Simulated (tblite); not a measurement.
Compound: C6H11OP.
Numbering: `[CH2:1]=[CH:2][P@@:3]([CH3:4])(=[O:5])[CH:6]1[CH2:7][CH2:8]1` (hydrogens: H9, H10 on C1; H11 on C2; H12, H13, H14 on C4; H15 on C6; H16, H17 on C7; H18, H19 on C8)

Structure used (GFN2-xTB), in Å, numbered top down from 1:
```
atom  x, y, z in Å
C1    -2.2385   -1.6821   -0.5804
C2    -1.4973   -0.6426   -0.9199
P3    -0.5525    0.2196    0.3687
C4    -0.9994    1.9901    0.1841
O5    -0.7623   -0.2993    1.7238
C6     1.1751    0.1146   -0.2063
C7     2.2171    0.3178    0.8534
C8     1.9526   -1.0509    0.3283
H9    -2.2803   -1.9897    0.4528
H10   -2.8183   -2.2519   -1.2890
H11   -1.4164   -0.2901   -1.9379
H12   -2.0436    2.1013    0.4711
H13   -0.3825    2.5621    0.8753
H14   -0.8503    2.3490   -0.8295
H15    1.3779    0.4598   -1.2111
H16    1.8662    0.5392    1.8511
H17    3.1360    0.8160    0.5817
H18    1.4223   -1.7333    0.9767
H19    2.6845   -1.5202   -0.3121
```

Computed with GFN2-xTB (tblite): harmonic, unscaled wavenumbers at the GFN2-xTB geometry, gas phase. Against measured fundamentals such values can be off by several per cent, at times by over 20. One conformer, not necessarily the lowest.

Harmonic wavenumbers (cm⁻¹): 33.7, 72.1, 137.3, 156.4, 163.5, 186.5, 223.2, 276.1, 313.1, 385.5, 444.9, 550.2, 650.7, 697.5, 753.8, 805.1, 822.8, 843.7, 848.1, 908.9, 967.3, 972.4, 987.5, 1012.6, 1015.8, 1067.5, 1069.7, 1090.2, 1151.9, 1211.3, 1229.9, 1264.5, 1308.5, 1329.2, 1379.5, 1421.0, 1424.9, 1436.0, 1474.0, 1665.3, 3004.8, 3008.1, 3036.9, 3044.2, 3059.0, 3077.5, 3079.7, 3082.6, 3084.0, 3101.5, 3112.7.

A = 2474, B = 1402, C = 1173 MHz; mass 130.055 u (most abundant isotopes); point group C1, symmetry number 1.

Question: What is the zero-point energy?

Answer: ½Σν̃ = 33722 cm⁻¹ = 403.40 kJ/mol.

Question: What is S at 350 K and 1 bar for an ideal gas of classical rigid rotors and harmonic oscillators?

Answer: Translation 172.90, rotation 122.33, vibration 147.32: S = 442.5 J/(mol K).

Question: And Cp and H(350 K) − H(0)?

Answer: Cp = 183.22 J/(mol K), of which vibrations give 149.96 (their classical limit is 51 R = 424.0); H(350 K) − H(0) = 38.24 kJ/mol without the zero-point energy, 26.60 from vibrations.

Question: How do the functions run with temperature in this model?

Answer: 
```tsv
T (K)	S (J/(mol K))	Cp (J/(mol K))	H − H(0) (kJ/mol)	G − H(0) (kJ/mol)	ln q(vib)
50	245.1	55.0	2.12	-10.14	0.66
100	291.6	80.8	5.55	-23.61	1.90
298.15	415.0	161.0	29.32	-94.41	7.22
373.15	454.6	192.8	42.60	-127.03	9.18
500	517.7	238.9	70.10	-188.75	12.47
750	627.4	301.7	138.30	-332.29	18.73
1000	720.2	342.5	219.15	-501.06	24.56
```

q(vib) and H(0) count from the zero-point level.

Question: Which modes carry the vibrational entropy at 350 K?

Answer: 33.7 cm⁻¹: 24.76; 72.1 cm⁻¹: 18.46; 137.3 cm⁻¹: 13.18; 156.4 cm⁻¹: 12.13; 163.5 cm⁻¹: 11.77; 186.5 cm⁻¹: 10.72 J/(mol K); the other 45 give 56.30 together.

Question: What must be added to the electronic energy to get the Gibbs energy at 350 K and 1 bar?

Answer: ZPE + [H(350 K) − H(0)] − T·S = 403.40 + 38.24 − 154.89 = 286.75 kJ/mol.

Hindered rotation and anharmonicity are outside this model. Other conformers, if any are populated, would add a mixing term that is left out. The structure is chiral; the term R ln 2 for an equal mix with its mirror image is left out.

The run took 0.7 s of wall time on Arm Neoverse V1, one thread, no GPU, on a shared host. The figure is for the frequency step alone.
